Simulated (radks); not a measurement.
Task: The silver ion Ag19+, [Ar] 3d10. Calculated with a radial shooting solver on a logarithmic mesh with Libxc functionals: non-relativistic Kohn-Sham, PBE, spin-polarised, spherical densities, point nucleus. Every spin shell is full or empty, so the densities are truly spherical. Functionals are evaluated on that one density, not self-consistently. Rank these orbital-free kinetic functionals by their error against the exact value of the orbitals, and give that value: Thomas-Fermi, von Weizsacker, TF + vW/5, APBEK, revAPBEK, Perdew 92, Pearson, LKT, PG1, Ernzerhof.

Result: Exact: 5051.94 hartree. From best to worst, with 100 (|E| - |E exact|)/|E exact| (equal figures are ties): Ernzerhof -0.18, APBEK +0.24, revAPBEK +0.44, Perdew 92 -0.53, Pearson -0.90, TF + vW/5 +3.36, Thomas-Fermi -5.42, PG1 +16.46, LKT +20.75, von Weizsacker -56.09.
